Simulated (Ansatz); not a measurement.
The same path of FGe₂H₅ (8 atoms, charge 0, multiplicity 1) was run twice with different band settings. Lost on the way: Ge1–Ge2, Ge1–H6. Made: Ge2–H6.

Computed with RKS B3LYP/def2-SVP (Ansatz 0.2.0).

Relaxed end points:

```xyz
8
Properties=species:S:1:pos:R:3
Ge 0.423 0.090 0.003
Ge 1.111 -0.021 2.344
H -0.115 -0.268 3.244
H 2.128 -1.162 2.541
H 1.771 1.315 2.749
H 1.605 0.220 -0.984
H -0.643 1.170 -0.283
F -0.343 -1.450 -0.371
```

```xyz
8
Properties=species:S:1:pos:R:3
Ge -0.403 0.246 -0.713
Ge 1.192 0.172 2.249
H 0.045 -0.361 3.116
H 2.064 -0.948 1.676
H 2.035 1.216 3.005
H 0.512 0.954 1.060
H 1.102 -0.043 -1.229
F -0.612 -1.342 0.078
```

Common settings: movable images 9; climbing image yes; spring 5.0 eV/Å²; optimiser quadratic models (default); force threshold 0.03 eV/Å; iteration limit 60; end points relaxed.

| run | start path |
| --- | --- |
| 1 | through a guess of the saddle point |
| 2 | straight line |

What does each run give, and how far can it be trusted?

Run 1: converged after 18 iterations, highest image 1.936 eV above the first end. A vibrational analysis at the climbing image gives one clearly imaginary mode, 537i cm⁻¹: a first-order saddle point.
Run 2: converged after 17 iterations, highest image 1.936 eV above the first end. Another band between the same ends (9 images) ends at a top of the same energy, where a vibrational analysis finds 1 clearly imaginary mode.
The orbitals stay closed-shell, which can raise the energy where a bond breaks towards radicals; this wasn't checked here.
